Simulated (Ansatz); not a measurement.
Basis sets compared for Pb4O3. Charge 0, multiplicity 1. Geometry PBE-D4/def2-SVP. Ansatz on 4 threads of Intel Xeon 6975P-C on a shared host; times are rough, and most runs start from earlier orbitals.

```xyz
7

Pb   -1.376    1.501    0.737
Pb    1.575   -0.282    0.980
Pb    0.209    0.632   -2.060
Pb   -1.340   -1.684   -0.236
O     0.763    1.588   -0.061
O     0.795   -1.266   -0.933
O    -0.626   -0.488    1.574
```

In the def2 sets Pb takes a core potential; there is no spin–orbit coupling. The restricted singlet is unstable towards broken spin symmetry in Hartree–Fock (as tested in another run); at PBE-D4/def2-SVP, PBE-D4/def2-TZVPD, PBE0-D4/def2-SVP, PBE0-D4/def2-TZVP and others this wasn't settled. The structure comes from a short search, and lower isomers may exist.

Binding counts from free atoms (Pb triplet, O triplet) in the same basis, without a counterpoise term.

```tsv
level	functions	energy (Eh)	HOMO (eV)	LUMO (eV)	binding per atom (eV)	wall time
PBE-D4/def2-SVP	146	-997.1174	-4.04	-2.22	3.64	1.1 s
PBE-D4/def2-TZVP (with forces)	293	-997.4295	-4.09	-2.32	3.66	3.3 s
PBE0-D4/def2-SVP	146	-996.9475	-4.70	-1.55	3.27	2.4 s
PBE0-D4/def2-TZVP	293	-997.2535	-4.72	-1.65	3.30	7.5 s
```

(1) Estimate the rows for PBE-D4/def2-TZVPD, PBE0-D4/def2-TZVPD.

Answers

(1) 
```csv
level,functions,energy (Eh),HOMO (eV),LUMO (eV),binding per atom (eV),wall time
PBE-D4/def2-TZVPD,344,-997.4334,-4.10,-2.34,3.66,4.1 s
PBE0-D4/def2-TZVPD,344,-997.2576,-4.73,-1.67,3.31,8.5 s
```
